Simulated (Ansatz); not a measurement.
Ansatz (an electronic-structure program) input (CCSD(T)/pcseg-0): A basis named .json is the Basis Set Exchange file of that set (core-valence sets with the plain set on hydrogen).

Ansatz 0.2 input:
```yaml
crystal:
  periodic: [false, false, false]
  atoms:
    - {symbol: Se, position_ang: [-0.00000000, -0.00000000, -0.04223725]}
    - {symbol: H, position_ang: [0.00000000, 0.00000000, 1.43606647]}
basis:
  gaussian:
    orbitals: pcseg-0.json
total_charge: -1
magnetization: {spin_polarized: false}
correlation: {method: ccsd_t, electrons: outside_noble_gas}
```

Output:

```
Functional definition: HF
integrals: 0.00 GiB planned
225 factors; integrals over basis functions are off by at most 4.8e-4 eV
mean field: 0.05 GiB planned
mean field evaluation 1: about -65237.0861 eV, gradient 9.3e0 eV
mean field evaluation 2: about -65237.0877 eV, gradient 9.3e0 eV
mean field evaluation 4: about -65237.4822 eV, gradient 2.5e-1 eV
mean field evaluation 8: about -65237.4825 eV, gradient 2.1e-6 eV
mean field -65237.48246997 eV, -2397.4332612175 hartree, gradient 2.1e-6 eV, S^2 0.000000; 0 other end points of the search recorded, 0 dependent functions left out
14 core orbitals not correlated
reference -65237.48246997 eV, -2397.4332612175 hartree; 4, 4 occupied and 6, 6 virtual orbitals, 225 factors
second order -1.10197886 eV of doubles, -0.00000000 eV of singles
coupled cluster: 0.04 GiB planned
cycle   1  -1.30270981 eV  change   -2.0e-1 eV  update   3.3e-2
cycle   2  -1.38039669 eV  change   -7.8e-2 eV  update   1.2e-2
cycle   3  -1.38128984 eV  change   -8.9e-4 eV  update   2.1e-3
cycle   4  -1.38145466 eV  change   -1.6e-4 eV  update   3.5e-4
cycle   5  -1.38140134 eV  change    5.3e-5 eV  update   4.1e-5
cycle   6  -1.38140160 eV  change   -2.6e-7 eV  update   1.0e-5
cycle   7  -1.38140263 eV  change   -1.0e-6 eV  update   2.5e-6
perturbative correction -0.00944255 eV, -0.0003470071 hartree
Total energy: -65238.87331514 eV, -2397.4843738349 hartree
```
